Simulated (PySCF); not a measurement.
Oscillator strengths, rates and cross-sections

Species: C5H14NPSi.
Numbering: `[CH3:1][CH2:2][N:3]([CH3:4])[P:5]1[CH2:6][C@H:7]1[SiH3:8]` (hydrogens: H9, H10, H11 on C1; H12, H13 on C2; H14, H15, H16 on C4; H17, H18 on C6; H19 on C7; H20, H21, H22 on Si8)

Cartesian coordinates in Å at the PBE0-D3(BJ)/def2-SVP level; atoms count from 1:
```
atom  x, y, z in Å
C1    -2.3490    0.9014    0.0552
C2    -1.2684    0.4541    1.0342
N3    -0.5683   -0.7736    0.6997
C4    -1.3707   -1.9747    0.7546
P5     0.5566   -0.6725   -0.6347
C6     1.9761   -1.5824    0.1327
C7     2.0675   -0.1009    0.3127
Si8    3.3148    0.9342   -0.6157
H9    -3.1446    0.1471   -0.0451
H10   -1.9268    1.0808   -0.9464
H11   -2.8195    1.8366    0.3955
H12   -1.7122    0.3212    2.0383
H13   -0.5160    1.2543    1.1404
H14   -0.7244   -2.8633    0.6789
H15   -2.1433   -2.0587   -0.0371
H16   -1.8878   -2.0259    1.7280
H17    1.7262   -2.1820    1.0132
H18    2.6657   -2.0741   -0.5628
H19    1.8054    0.2606    1.3143
H20    3.4364    0.4232   -2.0162
H21    4.6673    0.8642    0.0241
H22    2.8787    2.3634   -0.6488
```

Method used: PySCF, TDDFT PBE0/def2-SVPD, vertical, gas phase, core orbitals frozen in the response.

Computed singlets with f of 0.002 or more:

```json
{"state": "S1", "E (eV)": "4.95", "f": "0.012"}
{"state": "S2", "E (eV)": "5.38", "f": "0.057"}
{"state": "S3", "E (eV)": "5.56", "f": "0.0088"}
{"state": "S4", "E (eV)": "5.98", "f": "0.0094"}
{"state": "S5", "E (eV)": "6.23", "f": "0.012"}
{"state": "S6", "E (eV)": "6.30", "f": "0.0038"}
{"state": "S7", "E (eV)": "6.45", "f": "0.010"}
{"state": "S8", "E (eV)": "6.54", "f": "0.011"}
{"state": "S9", "E (eV)": "6.60", "f": "0.0066"}
{"state": "S10", "E (eV)": "6.77", "f": "0.133"}
```

Q: Turn these into Einstein A coefficients, radiative lifetimes, transition dipoles and integrated cross-sections.

A: Relations used (vacuum, state to state): A = 0.6670 f ν̃² s⁻¹ (ν̃ in cm⁻¹); τ = 1/A; f = (2/3) ΔE |μ|² in atomic units; ∫σ dE = 109.76 f Mb·eV.

```csv
state,A (s⁻¹),τ,|μ| (D),∫σ dE (Mb·eV)
S1,1.3×10⁷,75 ns,0.81,1.4
S2,7.2×10⁷,14 ns,1.67,6.3
S3,1.2×10⁷,84 ns,0.65,0.97
S4,1.5×10⁷,69 ns,0.64,1
S5,2.0×10⁷,51 ns,0.70,1.3
S6,6.5×10⁶,150 ns,0.40,0.41
S7,1.8×10⁷,55 ns,0.64,1.1
S8,2.0×10⁷,50 ns,0.66,1.2
S9,1.3×10⁷,80 ns,0.52,0.73
S10,2.6×10⁸,3.8 ns,2.27,15
```

Leading configurations: S1 H→L (95%); S2 H→L+1 (81%); S3 H→L+2 (88%); S4 H→L+3 (90%); S5 H→L+5 (86%); S6 H→L+4 (47%); S7 H→L+6 (48%); S8 H-1→L+1 (43%); S9 H→L+7 (71%); S10 H-1→L (47%) (H = HOMO, L = LUMO).

The rates are for emission to S0 at the absorption energy, with no other channel.

Q: What is the integrated cross-section of all computed states together?

A: Σf = 0.263 over S1 to S10, so 109.76 × Σf ≈ 28.9 Mb·eV.

Q: How much energy does a mole of photons resonant with S10 carry?

A: 6.770 eV × 96.485 = 653 kJ/mol (156 kcal/mol).

Q: By what factor does the largest A in the list exceed the smallest?

A: S10 has 41 times the rate of S6.

All these states lie below the vertical ionisation energy of 7.60 eV (ΔSCF).

One conformer stands for the species.

Without π bonds the low states are Rydberg-like; a valence basis with one diffuse set may place them up to an eV too high.
